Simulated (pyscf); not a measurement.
**HN=B–OH (SMILES N=BO), singlet**

Gas-phase minimum from PySCF at ωB97X-D3(BJ)/def2-SVP, one conformer. HN=B–OH lies 22.0 kcal/mol over its isomer H₂N–B=O, and others may lie lower still (electronic energy, ωB97M-D3(BJ)). 

SMILES: OB=N
```xyz
5

N      0.4804    -1.1737    -0.8898
B      0.2334     0.0036    -0.5640
O     -0.0346     1.2745    -0.2345
H      0.6787    -2.1106    -1.1650
H     -0.0606     1.4409     0.7136
```
Charge 0, spin multiplicity 1.

Bond lengths (Å): N1–B2 1.246, N1–H4 0.996, B2–O3 1.340, O3–H5 0.963. Angles (°): B2–N1–H4 179.1, N1–B2–O3 179.1, B2–O3–H5 114.3.

Properties at ωB97X-D3(BJ)/def2-SVP:

```
Quantity                                                                                                                                                              Value
---------------------------------------------------------------------------------------------------------------------  ----------------------------------------------------
Harmonic wavenumbers, unscaled                                                                                         352, 415, 483, 498, 966, 1031, 2138, 3926, 3934 cm⁻¹
Zero-point energy                                                                                                                                             19.6 kcal/mol
Rotational symmetry number                                                                                                                                                1
Entropy of this conformer at 298 K and 1 atm, rigid rotor and harmonic oscillator, modes under 100 cm⁻¹ raised to 100                                       251.7 J/(mol K)
Dipole moment                                                                                                                                                        1.69 D
```

Single-point totals, which compare only within one level (frozen core for MP2 and CC):

```csv
level,total energy (hartree)
ωB97X-D3(BJ)/def2-TZVP,-156.17970
PBE/def2-TZVP,-155.95444
r²SCAN/def2-TZVP,-156.05273
B3LYP-D3(BJ)/def2-TZVP,-156.15052
PBE0-D3(BJ)/def2-TZVP,-155.95900
M06-2X/def2-TZVP,-156.08216
ωB97M-D3(BJ)/def2-TZVP,-156.18326
HF/def2-TZVPP,-155.27606
MP2/def2-TZVPP,-155.80897
CCSD/def2-TZVPP,-155.81658
CCSD(T)/def2-TZVPP,-155.83883
```

The CCSD(T) − MP2 part came from Ansatz, without density fitting, on the same reference.
